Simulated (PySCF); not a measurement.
## Computed properties of C₅H₇F, SMILES C#CC(C)(C)F

3-fluoro-3-methylbut-1-yne (C5H7F), SMILES C(#C)C(C)(F)C. Coordinates come from a TPSSh-D3(BJ)/def2-SVP optimisation. One conformer was computed; it need not be the lowest. All values are computed for the isolated molecule unless a solvent is named; none is compared with measurement here.

**Structure.** The optimised structure has Cs symmetry. All 33 harmonic modes at TPSSh-D3(BJ)/def2-SVP (PySCF) are real, so it is a minimum. With heavy atoms numbered as in [CH:1]#[C:2][C:3]([CH3:4])([CH3:5])[F:6], the shortest bond between them is C1–C2 at 1.213 Å and the longest C3–C4 at 1.529 Å.

**Vibrations.** The strongest infrared lines (harmonic, unscaled, degenerate partners summed) lie at 1260 cm⁻¹ (66 km/mol, C 71 %, H 29 %), 1185 cm⁻¹ (66 km/mol, C 62 %, H 35 %), 3471 cm⁻¹ (59 km/mol, H 86 %, C 14 %). The softest mode is at 172 cm⁻¹ and the zero-point energy is 65.4 kcal/mol.

**Electronic structure.** B3LYP/def2-TZVP (PySCF) places the frontier levels at -7.79 and 0.11 eV, a gap of 7.90 eV, and gives a dipole moment of 1.92 D and a mean polarisability of 59.0 bohr³. PBE/def2-TZVP (PySCF) at the same geometry gives -6.78 and -0.70 eV, so its gap is 1.82 eV narrower. An orbital gap is neither the optical nor the fundamental gap.

**Excitations.** TDA-CAM-B3LYP/def2-SVPD (PySCF) has S1 at 6.24 eV (199 nm, f = 0.000, dark); the most intense of the 10 singlets computed lies at 7.84 eV (f = 0.08). T1 (TDA) is at 5.22 eV, 1.02 eV under S1. TDA-PBE/def2-SVPD (PySCF) puts S1 at 6.15 eV. No vertical singlet excitation falls in the visible range (under 3.1 eV).

**NMR.** GIAO shifts at KT2/pcSseg-1 (PySCF) (non-relativistic, atoms alike by connectivity averaged): ¹³C from 33.7 to 91.2 ppm against TMS; ¹H from 1.9 to 2.8 ppm against TMS; ¹⁹F at -182.1 ppm against CFCl3.
